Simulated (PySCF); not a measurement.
Caution: the restricted solution is unstable towards spin-unrestricted or complex orbitals, so a lower solution exists and this singlet may not be the ground state.

Delta-SCF ions had no search for a lower state. 

## C₄H₄, SMILES `C1=CC=C1` (charge 0, multiplicity 1)

Level of theory: TPSSh-D3(BJ)/def2-TZVP // PBE0-D3(BJ)/def2-SVP run with PySCF.

```
Quantity                                                                           Value
------------------------------------------------  --------------------------------------
HOMO                                                                            -4.90 eV
dipole moment                                                                     0.00 D
LUMO                                                                            -2.09 eV
HOMO–LUMO gap                                                                    2.81 eV
vertical ionisation energy (Delta-SCF)                                           7.73 eV
adiabatic ionisation energy (no zero-point term)                                 7.53 eV
hole reorganisation energy (four-point)                                         0.490 eV
total energy                                                                -154.7539 Ha
cost                                              about 10 core-minutes (a rough figure)
```

```xyz
8

C     -0.5015     0.8995    -0.0054
C     -0.9677    -0.3524    -0.0021
C      0.5015    -0.8995     0.0054
C      0.9677     0.3524     0.0021
H     -0.9530     1.8926    -0.0110
H     -1.9588    -0.8083    -0.0039
H      0.9530    -1.8926     0.0110
H      1.9588     0.8083     0.0039
```
